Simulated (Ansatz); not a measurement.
The pair A = H2S (SMILES S) (first 3 atoms), B = CH5N (SMILES CN); geometry from B3LYP-D3(BJ)/def2-TZVP.
(charge 0, multiplicity 1):
```
atom    x (Å)    y (Å)    z (Å)
----  -------  -------  -------
S      0.2986   0.1311  -0.1314
H      0.5133   0.2579   1.2085
H      0.5767  -1.1820  -0.1245
C     -0.6937  -0.3746   3.6384
N      0.5120   0.3754   3.2790
H     -0.5821  -1.4084   3.3094
H     -1.5462   0.0442   3.1032
H     -0.9250  -0.3785   4.7100
H      1.3326  -0.0096   3.7309
H      0.4385   1.3441   3.5659
```

Frozen-core correlation. MP2 and its Hartree–Fock in aug-cc-pV(T+d)Z are density fitted.

The values were computed with Ansatz (an electronic-structure program). Values without a source in brackets are computed.

The counterpoise-corrected interaction energy is E(AB) − E(A in the pair's basis) − E(B in the pair's basis). Total energies (hartree):

```
level                              AB  A in the pair's basis  B in the pair's basis
-----------------------  ------------  ---------------------  ---------------------
HF/aug-cc-pV(D+d)Z       -493.9345175           -398.7020358            -95.2311487
CCSD(T)/aug-cc-pV(D+d)Z  -494.5087422           -398.8888769            -95.6145518
HF/aug-cc-pV(T+d)Z       -493.9719995           -398.7153843            -95.2555129
CCSD(T)/aug-cc-pV(T+d)Z  -494.6565121           -398.9437983            -95.7064260
```

### Question
Work out the counterpoise-corrected interaction energy at the basis-set limit: extrapolate the CCSD(T) correlation part as X⁻³, take Hartree–Fock from the larger set.

### Answer

1. Differences (1 hartree = 627.509 kcal/mol): HF/aug-cc-pV(D+d)Z -0.837; CCSD(T)/aug-cc-pV(D+d)Z -3.334; HF/aug-cc-pV(T+d)Z -0.692; CCSD(T)/aug-cc-pV(T+d)Z -3.946.
2. Correlation parts, CCSD(T) less HF: -2.498 in aug-cc-pV(D+d)Z (X = 2), -3.254 in aug-cc-pV(T+d)Z (X = 3).
3. Limit (3³·(-3.254) − 2³·(-2.498))/(3³ − 2³) = -3.572; with HF/aug-cc-pV(T+d)Z it gives -4.264.
Result: -4.26 kcal/mol, against -3.33 at CCSD(T)/aug-cc-pV(D+d)Z. It is an estimate of this method's limit, not of the exact value.
